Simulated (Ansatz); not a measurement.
Basis sets compared for MnI2. Total charge 0; sextet. Geometry B3LYP-D4/def2-TZVP. Ansatz on 2 threads of Arm Neoverse N1 on a shared host; times are rough, and most runs start from earlier orbitals.

```xyz
3

Mn   -0.0086   -0.0080    0.0004
I     0.0379    0.0793    2.5358
I    -0.0293   -0.0714   -2.5361
```

In the def2 sets I takes a core potential; there is no spin–orbit coupling.

Binding counts from free atoms (Mn sextet, I doublet) in the same basis, without a counterpoise term.

```csv
level,functions,energy (Eh),HOMO (eV),LUMO (eV),binding per atom (eV),wall time
PBE-D4/def2-SVP,83,-1746.1169,-6.23,-4.35,2.22,3.9 s
PBE-D4/def2-TZVP (with forces),145,-1746.3005,-6.37,-4.40,2.23,8 s
r2SCAN-D4/def2-TZVP,145,-1746.7818,-6.71,-3.79,2.22,18 s
PBE0-D4/def2-SVP,83,-1746.2062,-7.48,-3.05,2.11,6 s
PBE0-D4/def2-TZVP (with forces),145,-1746.3824,-7.56,-2.98,2.13,16 s
```

(1) Estimate the rows for PBE-D4/def2-TZVPD, r2SCAN-D4/def2-TZVPD, PBE0-D4/def2-TZVPD.

Answers

(1) 
| level | functions | energy (Eh) | HOMO (eV) | LUMO (eV) | binding per atom (eV) | wall time |
| --- | --- | --- | --- | --- | --- | --- |
| PBE-D4/def2-TZVPD | 166 | -1746.3015 | -6.39 | -4.42 | 2.24 | 10 s |
| r2SCAN-D4/def2-TZVPD | 166 | -1746.7825 | -6.72 | -3.80 | 2.22 | 23 s |
| PBE0-D4/def2-TZVPD | 166 | -1746.3833 | -7.58 | -3.00 | 2.13 | 14 s |
